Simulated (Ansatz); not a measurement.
`C[Si](F)(S)Cl` + H₂O → `C[Si](O)(S)Cl` + H–F  (formal hydrolysis of the Si–F bond)

Program: Ansatz. Geometries: PBE0-D4/def2-TZVP. ΔE: electronic, gas phase. CCSD(T)/CBS is the MP2 limit (def2-TZVPP, def2-QZVPP) plus CCSD(T) − MP2 in def2-TZVPP, frozen cores. This one scheme is used for every species. DFT in def2-TZVPP. One conformer a species, not always the lowest.

`C[Si](F)(S)Cl`:

Z-matrix (Å, degrees):
```
C
Si 1 1.843
H 1 1.091 2 110.5
H 1 1.092 2 110.0 3 120.2
H 1 1.093 2 110.4 3 -120.2
F 2 1.593 1 107.8 3 -177.4
S 2 2.117 1 114.8 3 59.6
Cl 2 2.040 1 111.2 3 -59.8
H 7 1.346 2 93.1 1 55.6
```

H₂O:

Z-matrix (Å, degrees):
```
O
H 1 0.960
H 1 0.960 2 105.1
```

`C[Si](O)(S)Cl`:

Z-matrix (Å, degrees):
```
C
Si 1 1.844
H 1 1.093 2 110.3
H 1 1.092 2 109.9 3 -119.5
H 1 1.091 2 110.5 3 120.2
O 2 1.634 1 106.6 3 62.1
S 2 2.132 1 114.7 3 -62.2
Cl 2 2.058 1 110.2 3 -177.6
H 6 0.959 2 117.2 1 -176.3
H 7 1.345 2 93.2 1 62.5
```

H–F:

Cartesian coordinates in Å:
```
F 0.130 0.366 0.246
H -0.130 -0.366 -0.246
```

```tsv
level	ΔE (eV)
ωB97M-V	0.36
r2SCAN	0.38
MP2/def2-TZVPP	0.31
HF/CBS(def2)	0.43
```

(1) What does CCSD(T)/CBS give? (An estimate is asked.)

Largest T1 diagnostic among the species: 0.011.

Results:

(1) Computed: +0.35 eV. The listed levels differ from it by 0.01, 0.03, -0.04, 0.08 eV.

The D4 term adds −0.04 eV with B3LYP and −0.02 eV with PBE0; it sums over pairs of atoms, weighted by their polarisabilities, and B3LYP, whose exchange is more repulsive, gets the larger term. In def2-TZVPP, CCSD(T) changes the Hartree–Fock value by −0.07 eV (the triples alone add −0.01 eV) and MP2 by −0.10 eV.

B3LYP here is the variant with VWN-RPA as its local correlation; programs differ in this.
